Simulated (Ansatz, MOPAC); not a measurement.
System: C$_{3}$H$_{3}$ (charge +1, singlet). SMILES of the parent species: C#C[CH2]

Atoms: C1, C2, C3, H4, H5, H6. Bonds: C1-C2, C1-H4, C2-C3, C3-H5, C3-H6.

Bond lengths (Å) and angles (degrees) optimised at PM6 with MOPAC; HF/3-21G with Ansatz (a first-principles code); MP2/6-31G* with Ansatz, each started from the B3LYP-D3(BJ)/def2-TZVP structure (Ansatz) of the last column. A row stands for all coordinates that are equal there; 7 of 8 kinds are shown. 6-31G* holds six Cartesian d functions. No wavenumbers were computed at MP2/6-31G*, so these may be saddle points.

| coordinate | PM6 | HF/3-21G | MP2/6-31G* | B3LYP-D3(BJ)/def2-TZVP |
|---|---|---|---|---|
| C1-C2 | 1.304 | 1.213 | 1.233 | 1.224 |
| C1-H4 | 1.054 | 1.061 | 1.078 | 1.074 |
| C2-C3 | 1.338 | 1.334 | 1.358 | 1.341 |
| C3-H5 | 1.106 | 1.077 | 1.091 | 1.089 |
| C1-C2-C3 | 180.0 | 180.0 | 180.0 | 180.0 |
| C2-C1-H4 | 180.0 | 180.0 | 180.0 | 180.0 |
| C2-C3-H5 | 121.7 | 120.5 | 120.8 | 120.7 |

Mean signed difference of all 5 bond lengths from B3LYP-D3(BJ)/def2-TZVP: PM6 0.018 Å, HF/3-21G -0.011 Å, MP2/6-31G* 0.007 Å.
